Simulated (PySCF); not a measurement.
How methods differ on the ionisation energy of S²⁺

S²⁺ [Ne] 3s2 3p2 (3P) → S³⁺ [Ne] 3s2 3p1 (2P), as a difference of total energies. All numbers are calculated (PySCF 2.14, the non-relativistic Hamiltonian (point nucleus), in 6-31G* (4s3p1d, 18 functions)). Correlated levels: valence: [Ne] frozen. The calculations carry no spin-orbit coupling.

```
           method  ionisation energy (eV)
              UHF                  34.249
              LDA                  34.994
             MN15                  35.073
    MP2 (valence)                  34.526
SCS-MP2 (valence)                  34.451
   CCSD (valence)                  34.547
CCSD(T) (valence)                  34.553
```

How much does correlation contribute at CCSD(T) (valence)?

34.553 − (34.249) = 0.304 eV, measured against UHF.

The reference lies between the lowest fine-structure levels, while these numbers refer to the centres of the terms.

Errors of the correlated levels include the incompleteness of this basis and the frozen core.

For comparison: 34.86 ± 0.04 eV (semi-empirical (NIST evaluation); NIST Atomic Spectra Database, ionization energies).
